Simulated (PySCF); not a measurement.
hydrogen bromide (BrH), SMILES Br. Geometry: PBE0-D3(BJ)/def2-TZVPD.

TDDFT-PBE/def2-TZVPD run with PySCF puts the lowest singlet excitations at 6.35, 6.35, 8.17, 8.17, 8.38, 8.38 eV and the lowest triplet (TDA) at 5.82 eV.

Problem. What are the lowest singlet roots from EOM-CCSD/aug-cc-pVDZ (PySCF 2.14.0)? (The exact figures need the calculation; the answer reports its results.)

Solution. 6.84, 6.84, 8.94, 8.94, 9.62, 9.62 eV; triplets 6.35, 6.35, 8.52 eV. S1 differs by 0.48 eV (second minus first; roots are paired by order, and the bases may differ).
